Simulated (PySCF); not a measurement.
Compound: C₂H₁₂NOSi₃ (doublet state).
Structure used (GFN2-xTB), in Å, numbered top down from 1:
```
atom  x, y, z in Å
C1    -0.9054   -1.8118   -0.3067
N2    -1.0491   -0.3824   -0.3379
C3    -2.4212    0.0429   -0.3831
Si4    0.2120    0.7370   -0.7448
Si5    0.2334    2.5232    0.6987
O6     1.6006   -0.1086   -0.5334
Si7    2.8951   -0.8501    0.0737
H8     0.1498   -2.0673   -0.2963
H9    -1.3763   -2.2811   -1.1793
H10   -1.3781   -2.2175    0.5942
H11   -2.9311   -0.3361   -1.2770
H12   -2.9605   -0.3285    0.4942
H13   -2.4704    1.1287   -0.3903
H14   -1.0087    3.2661    0.4411
H15    0.3322    2.4625    2.1674
H16    1.3457    3.3820    0.2794
H17    4.0507   -0.0809   -0.3795
H18    2.7845   -0.8567    1.5339
H19    2.8871   -2.2122   -0.4616
```

The hyperfine couplings belong to this conformer and change with its torsions.

As a line formula: `CN(C)[Si]([SiH3])O[SiH3]` [radical].

Computed with PySCF, UKS B3LYP, pcH-1 on C H N O Si, non-relativistic, mean-field spin-orbit, GIAO. The structure is a single GFN2-xTB conformer in the gas phase; no vibrational or solvent corrections. The geometry wasn't refined by DFT: couplings that depend on bond lengths, twists or pyramidal angles can differ widely from those at the functional's own minimum, by a factor of two or more for some ions and for spin on atoms past the first row. The SCF solution wasn't tested for stability.

Q: Match the computed a_iso(13C) values -7.7, -5.3 MHz with the sites C1; C3.

A: 
| site | a_iso (MHz) | ρ(0) (bohr⁻³) | position | distance from Si4 (Å) | spin population | largest \|T\| (MHz) |
| --- | --- | --- | --- | --- | --- | --- |
| C1 | -7.7 | -0.0068 | 2 bonds from Si4 | 2.82 | -0.01 | 1.7 |
| C3 | -5.3 | -0.0048 | 2 bonds from Si4 | 2.75 | -0.01 | 1.4 |

Q: Match the computed a_iso(29Si) values -527.5, -234.1, -8.5 MHz with the sites Si4; Si5; Si7.

A: 
```
site  a_iso (MHz)  ρ(0) (bohr⁻³)                 position  distance from Si4 (Å)  spin population  largest |T| (MHz)
 Si4       -527.5        +0.5943  largest spin population                   0.00            +0.62              107.2
 Si5       -234.1        +0.2636          1 bond from Si4                   2.30            +0.14               36.9
 Si7         -8.5        +0.0096         2 bonds from Si4                   3.22             0.00                2.7
```

Q: The isotropic 1H couplings, averaged over equivalent nuclei, are +17.5, +13.8, +7.2, +1.2 MHz. Assign them to H8/H9/H10; H11/H12/H13; H14/H15/H16; H17/H18/H19.

A: 
```csv
site,a_iso (MHz),ρ(0) (bohr⁻³),position,distance from Si4 (Å),bound to,spin population there,largest |T| (MHz)
H8/H9/H10,+13.8,+0.0031,3 bonds from Si4,3.30,C1,-0.01,3.6
H11/H12/H13,+7.2,+0.0016,3 bonds from Si4,3.22,C3,-0.01,3.9
H14/H15/H16,+17.5,+0.0039,"2 bonds from Si4, on Si5 of spin population +0.14",3.16,Si5,+0.14,4.0
H17/H18/H19,+1.2,+0.0003,3 bonds from Si4,3.91,Si7,0.00,1.9
```

ρ(0) is the spin density at the nucleus and T the dipolar tensor; a_iso includes a spin–orbit part; entries for several nuclei are means. Largest spin populations (Mulliken): Si4 (+0.62), N2 (+0.17) and Si5 (+0.14). The angles at Si4 add up to 324.0°, so it is pyramidal.

Class means assume fast exchange of nuclei equivalent by connectivity; if that motion is slow, each nucleus keeps its own coupling. C1 and C3, with what hangs on them, aren't averaged: N2 is flat or nearly so (angle sum 358°), and its turn about the short N2–Si4 bond (1.73 Å) is taken as slow. The three 1H nuclei of mean +17.5 MHz run from -10.0 to 70.8 MHz in the frozen geometry. The three 1H nuclei of mean +13.8 MHz run from 0.5 to 24.9 MHz in the frozen geometry.
